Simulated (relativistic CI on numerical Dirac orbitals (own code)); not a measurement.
# Ti3+ in a cubic cluster: 2p photoemission with charge transfer

Computed with a charge-transfer multiplet model of a cubic metal-ligand cluster with up to 2 ligand holes, Slater and spin-orbit integrals from Dirac-Coulomb-Breit ions, Slater integrals scaled by 0.8. The parameters are those of a tetrahedral site (10Dq negative, t2 hopping the larger). The ground state mixes d1 with configurations of k ligand holes L, whose averages lie at kΔ + k(k − 1)U_dd/2; a core hole lowers each added d electron by U_cd. 20 K, Lorentzian 0.6 eV and Gaussian 0.8 eV FWHM.

Atomic integrals in eV (Slater integrals scaled, ζ unscaled), ground: F2dd 6.578, F4dd 4.090, zeta_d 0.017; with the core hole: F2dd 6.578, F4dd 4.090, zeta_d 0.032, zeta_core 3.741, F2cd 5.066, G1cd 3.785, G3cd 2.149. Where a configuration has fewer than two d electrons, the dd integrals are those of d2.

Cluster parameters (eV): Δ = 2.7, U_dd = 5.5, U_cd = 6.8, 10Dq = -0.25, 10Dq(ligand) = 0, final-state hopping factor = 1.

Weights, n_d and S are thermal averages at 20 K. Binding energies count from the first peak over 30 % of the highest in each spectrum, which can be another peak from case to case. The parameters are a model scan and need not match a compound or its usual spin state. Peaks in eV (height, largest 100): 0.0 (100), 6.4 (60), 7.6 (46), 13.8 (20), 15.8 (8).

(1) Which parameters give this spectrum?
A. V(eg) = 0.75 eV, V(t2g) = -1.27 eV
B. V(eg) = 1.95 eV, V(t2g) = -3.31 eV
C. V(eg) = 1.65 eV, V(t2g) = -2.8 eV

## Answers

(1) A. V(eg) = 0.75 eV, V(t2g) = -1.27 eV; the ground state then has 1.49 d electrons and S = 0.50. The choice follows from running the model for each set and comparing peak positions and heights. The space is cut while the next configuration still counts.
